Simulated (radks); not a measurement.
Charge is removed step by step from the 4s down level of the rubidium ion Rb+, starting from [Ar] 3d10 4s(up 1, down 1) 4p6. Calculated with a radial shooting solver on a logarithmic mesh with Libxc functionals: scalar-relativistic Kohn-Sham, BLYP, spin-polarised, spherical densities, point nucleus.

removed (e)  E - E(0) (eV)  eigenvalue (eV)  E minus straight line (eV)
0                    0.000          -37.486                       0.000
0.1                  3.811          -38.738                      -0.577
0.2                  7.747          -40.001                      -1.028
0.3                 11.810          -41.273                      -1.352
0.4                 16.001          -42.554                      -1.549
0.5                 20.320          -43.844                      -1.617
0.6                 24.768          -45.142                      -1.556
0.7                 29.347          -46.449                      -1.364
0.8                 34.057          -47.765                      -1.042
0.9                 38.899          -49.088                      -0.587
1                   43.874          -50.419                       0.000

Removing the whole electron costs 43.874 eV by Delta-SCF, against 37.486 eV from minus the eigenvalue at the starting occupation. Slater's transition state (half an electron removed) gives 43.844 eV. Integrating minus the eigenvalue over the occupation (Janak's theorem) gives 43.880 eV. In this scalar-relativistic scheme the density is built from large components alone, so the theorem holds only approximately. The mean slope of the eigenvalue, de/dn, is 12.9 eV per electron.
